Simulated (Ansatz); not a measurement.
```yaml
crystal:
  periodic: [false, false, false]
  atoms:
    - {symbol: C, position_ang: [-1.163014, 0.280974, -0.999889]}
    - {symbol: B, position_ang: [0.084903, -0.045316, -0.050055]}
    - {symbol: C, position_ang: [1.376009, 0.872292, -0.239343]}
    - {symbol: C, position_ang: [0.333947, -1.585537, 0.284837]}
    - {symbol: O, position_ang: [-0.510931, 0.549890, 1.572640]}
    - {symbol: H, position_ang: [-0.922284, -0.036582, -2.021075]}
    - {symbol: H, position_ang: [-1.403136, 1.349545, -1.068420]}
    - {symbol: H, position_ang: [-2.081658, -0.254319, -0.728748]}
    - {symbol: H, position_ang: [2.127416, 0.724573, 0.542471]}
    - {symbol: H, position_ang: [1.153582, 1.945177, -0.296249]}
    - {symbol: H, position_ang: [1.857108, 0.616229, -1.190342]}
    - {symbol: H, position_ang: [-0.574711, -2.131572, 0.568561]}
    - {symbol: H, position_ang: [1.080307, -1.740585, 1.070194]}
    - {symbol: H, position_ang: [0.714275, -2.086632, -0.612667]}
    - {symbol: H, position_ang: [-1.313965, 0.052272, 1.765944]}
    - {symbol: H, position_ang: [-0.780848, 1.466990, 1.446442]}
basis:
  gaussian: {orbitals: cc-pVTZ-DK, point_charges: [{charge: 0.50, position_ang: [4.798, -0.207, -0.496]}]}
magnetization: {spin_polarized: true, initial_magnetization: 1}
hamiltonian: {xc: {name: revPBE}}
output: {forces: true}
```

```sh
$ ansatz run in.yaml --threads 4 --pin off --events-out ev --progress --plain --max-ram 10444MiB
```

It prints (some lines left out):

```
Error: a molecule whose nuclei and cores have a total charge of 42 cannot have a net charge of 0 together with 1 unpaired electrons
```

Something in this input is off. What?

The number of unpaired electrons doesn't fit the electron count. The program refused the input.
